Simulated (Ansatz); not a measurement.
CH7BSSi. Charge 0, multiplicity 1. The bonds changed during the relaxation, so this is another structure than the one it started from.

```csv
atom,x (Å),y (Å),z (Å)
B1,-1.440,0.222,-0.507
Si2,0.222,0.641,-1.464
S3,-0.018,0.871,0.746
C4,0.723,-0.669,1.337
H5,-2.290,1.062,-0.575
H6,-1.721,-0.916,-0.268
H7,0.559,1.978,-2.015
H8,1.378,-0.276,-1.637
H9,0.183,-0.975,2.232
H10,1.771,-0.493,1.574
H11,0.633,-1.445,0.578
```

Q: What are the harmonic wavenumbers in cm⁻¹ at PBE0-D4/def2-TZVP (Ansatz, finite differences of forces, unscaled)? (An estimate is asked.)

A: The calculation gave: 134, 179, 216, 343, 375, 428, 574, 625, 678, 702, 735, 796, 881, 956, 984, 993, 1102, 1349, 1459, 1466, 2220, 2240, 2563, 2658, 3070, 3168, 3174.

Q: Is this a minimum?

A: Yes, all 27 modes are real.

Q: Give the ideal-gas thermochemistry at 298.15 K and 1 bar (rigid rotor, harmonic oscillator; point group C1, symmetry number 1).

A: Zero-point energy 203.8 kJ/mol; H(298) − E = 223.5 kJ/mol; entropy 327.5 J/(mol·K), of which translation 165.0, rotation 108.4, vibration 54.1; G(298) − E = 125.9 kJ/mol.
